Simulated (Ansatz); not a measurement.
`C[S][In]([F])[F]` + HI → `[F][In]([F])[I]` + CH₃SH at 600 K and 1 bar (ligand exchange at the In–S bond).

Program: Ansatz. Geometries: PBE0-D4/def2-TZVP. ΔE: electronic, gas phase. CBS: MP2 limit from def2 TZ/QZ plus the TZ coupled-cluster correction, frozen cores. This one scheme is used for every species. def2 core potentials past Kr. For I, In outer-core shells are correlated without core-valence functions, which leaves a few kJ/mol of doubt a bond. One conformer a species, not always the lowest.

```
           species  CCSD(T)/CBS energy (Eh)  H − E (kJ/mol)  S (J/(mol·K))
`C[S][In]([F])[F]`               -827.12092           171.2          473.2
                HI               -298.03592            31.6          227.0
 `[F][In]([F])[I]`               -686.94930            51.8          402.1
             CH₃SH               -438.22835           152.3          296.8
```

H − E and S are ideal-gas, rigid-rotor, harmonic terms from PBE0-D4/def2-TZVP, for one conformer and one mirror image of each species. 1 Eh = 2625.50 kJ/mol, R = 8.31446 J/(mol·K).

Question: By hand: ΔE, ΔH, ΔS and ΔG.

Answer: ΔE = (-686.94930) + (-438.22835) − (-827.12092) − (-298.03592) = -0.02081 Eh = -54.6 kJ/mol. Δ(H − E) = 51.8 + 152.3 − 171.2 − 31.6 = 1.3, so ΔH = -53.3 kJ/mol. ΔS = 402.1 + 296.8 − 473.2 − 227.0 = -1.3 J/(mol·K). ΔG = -53.3 − 600 × (-1.3)/1000 = -52.5 kJ/mol.

Question: By hand: the equilibrium constant, and the temperature at which ΔG would vanish if ΔH and ΔS stayed fixed.

Answer: log₁₀ K = −ΔG/(RT ln 10) = 4.6. ΔG = 0 at ΔH/ΔS = 41000 K, far beyond where these terms or the molecules hold.

The number of gas molecules stays the same, so ΔS is small and ΔH decides. A doubt of 5 kJ/mol in ΔE shifts log₁₀ K by 0.4 here. Other conformers and mirror images would add mixing entropy, several J/(mol·K) or more a flexible species. Modes under 60 cm⁻¹, often nearly free rotors, make the harmonic entropy too high. These are equilibria of isolated gas molecules and say nothing of rates. Largest T1 diagnostic: 0.016 (customary marks: 0.02 for closed shells, 0.045 for open ones).
